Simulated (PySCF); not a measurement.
C3H8O2Si, SMILES C(=O)[C@@H]([SiH2]O)C.

Coordinates come from a B3LYP-D3(BJ)/def2-SVP optimisation. The structure was generated by enumeration; whether it is a known compound was not checked. The values are those of a single conformer.

Level of theory: PySCF with TDDFT-LC-ωPBE/def2-SVPD.

Vertical excitations. The molecule is in vacuum.

**Question.** List the lowest excited states. (Estimate from the structure and the level; the computed values follow.)

**Answer.** 
```csv
state,energy (eV),λ (nm),f,main pairs
S1,4.22,294,0.001,"HOMO→LUMO 74 %, HOMO→LUMO+1 16 %"
S2,7.36,169,0.083,HOMO−1→LUMO 83 %
S3,7.63,163,0.003,"HOMO−2→LUMO 44 %, HOMO−2→LUMO+1 28 %"
S4,7.78,159,0.018,"HOMO→LUMO+2 31 %, HOMO→LUMO+3 15 %, HOMO→LUMO+5 15 %, HOMO→LUMO+1 13 %"
S5,8.25,150,0.036,"HOMO→LUMO+2 24 %, HOMO→LUMO+1 23 %, HOMO−1→LUMO+1 19 %, HOMO→LUMO+7 12 %"
S6,8.54,145,0.001,"HOMO−2→LUMO+1 22 %, HOMO−2→LUMO 22 %, HOMO−3→LUMO 19 %, HOMO−1→LUMO+1 5 %"
S7,8.59,144,0.057,"HOMO→LUMO+4 41 %, HOMO→LUMO+3 22 %, HOMO→LUMO+6 14 %"
S8,8.67,143,0.069,"HOMO−1→LUMO+1 27 %, HOMO→LUMO+2 8 %, HOMO−2→LUMO+1 8 %, HOMO−4→LUMO 8 %"
S9,8.90,139,0.002,"HOMO−3→LUMO 20 %, HOMO−2→LUMO+4 12 %, HOMO−2→LUMO+2 11 %, HOMO−2→LUMO+6 8 %"
S10,9.02,137,0.009,"HOMO−2→LUMO+1 12 %, HOMO−2→LUMO+2 7 %, HOMO−7→LUMO 7 %, HOMO−5→LUMO 6 %"
T1,3.60,345,0,"HOMO→LUMO 74 %, HOMO→LUMO+1 16 %"
T2,5.63,220,0,"HOMO−1→LUMO 45 %, HOMO−7→LUMO 11 %, HOMO−5→LUMO 8 %, HOMO−1→LUMO+1 7 %"
T3,7.17,173,0,"HOMO−2→LUMO 41 %, HOMO−2→LUMO+1 30 %, HOMO−2→LUMO+7 7 %"
T4,7.40,168,0,"HOMO−1→LUMO 27 %, HOMO−5→LUMO 11 %, HOMO→LUMO+2 7 %, HOMO→LUMO 6 %"
```
Triplets are in the Tamm–Dancoff approximation, which puts them higher than full response would, so one can lie above its singlet here.
